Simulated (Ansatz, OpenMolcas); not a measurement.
How methods differ on InCl (SMILES [Cl][In])

InCl: 2 atoms, total charge 0, spin state singlet. As SMILES, `[Cl][In]`. The coordinates come from a PBE0-D4/def2-TZVP relaxation.

```xyz
2

Cl    0.0000    0.0000   -0.0139
In    0.0000    0.0000    2.3996
```

Quantity: the electronic atomisation energy, in eV. The values are calculated. Electronic energies at fixed atoms, without zero-point motion or spin-orbit coupling.

```csv
level,kind,program,value (eV),less FCI/STO-3G
HF/STO-3G,Hartree–Fock,OpenMolcas,5.43,-0.33
BLYP/STO-3G,GGA,Ansatz,6.57,+0.81
r2SCAN/STO-3G,meta-GGA,Ansatz,6.70,+0.94
CAM-B3LYP/STO-3G,range-separated hybrid,Ansatz,6.38,+0.62
wB97M-V/STO-3G,range-separated hybrid,Ansatz,6.65,+0.89
B2PLYP/STO-3G,double hybrid,Ansatz,6.18,+0.42
BCCD(T)/STO-3G,coupled cluster or CI,Ansatz,5.76,0.00
FCI/STO-3G,exact in the basis,Ansatz,5.76,0.00
```

FCI/STO-3G is exact within its basis and frozen core, so for wave-function methods in that basis the difference is their error; functionals converge differently with the basis, so for them it is only a difference. All-electron rows without a relativistic Hamiltonian named are non-relativistic. The values span 5.43 to 6.70 eV. All rows use very small basis sets, so even the best lies far from the true value. In the correlated wave-function rows the outer d shell of In is correlated, in sets not made for it.
